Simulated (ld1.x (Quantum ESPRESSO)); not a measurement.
Te: one change to a TM potential, before and after

Te (Z = 52), norm-conserving Troullier–Martins (Kleinman–Bylander form), made with ld1.x (Quantum ESPRESSO) 7.5 (PBE, scalar-relativistic). Core [Kr], reference 4d10 5s2 5p3.75 (charge +0.25). Waves: 5s (bound): rc 1.65 bohr; 5p (bound): rc 2.05 bohr; 4d (bound): rc 1.35 bohr. Local part: all-electron potential smoothed inside 1.50 bohr (lloc = -1). Core correction: a·sin(br)/r model core inside 1.00 bohr.

Change: reference 4d10 5s2 5p2.

Cutoffs: the cutoffs (Ry, on a coarse ladder) from which the occupation-weighted sum of valence levels, in a spherical-Bessel basis at the reference potential, stays within 10 and 1 mRy of its value at 400 Ry; they do not see the model core or the augmentation charge, which bear on the density cutoff. Errors are all-electron minus pseudo energies relative to the spin-unpolarised reference configuration.

Question: What does the change do?

Answer: The potential gets neither clearly harder nor softer (100 Ry and 180 Ry → 100 Ry and 180 Ry); both files keep a bound ghost (s); the range in which the s phases agree narrows (upper end 3.7 → 2.6); the range in which the d phases agree narrows (upper end 1.1 → -0.1).

```tsv
quantity	base	changed
cutoff, loose	100 Ry	100 Ry
cutoff, tight	180 Ry	180 Ry
loose cutoff by channel (10 mRy a level)	s 25 Ry, p 10 Ry, d 90 Ry	s 25 Ry, p 12 Ry, d 90 Ry
bound ghosts	s	s
largest error over its own tests, meV	-73	-359
s: phases at 2.24 bohr within 0.05 rad from the reference energy up to (Ry; the scan ends near 5)	3.7	2.6
p: phases at 2.24 bohr within 0.05 rad from the reference energy up to (Ry; the scan ends near 5)	0.1	-0.8
d: phases at 2.24 bohr within 0.05 rad from the reference energy up to (Ry; the scan ends near 5)	1.1	-0.1
```

 A true bound ghost makes a file unfit for plane-wave use even where its test errors are small: the radial tests pick states by their node count and pass the ghost by.
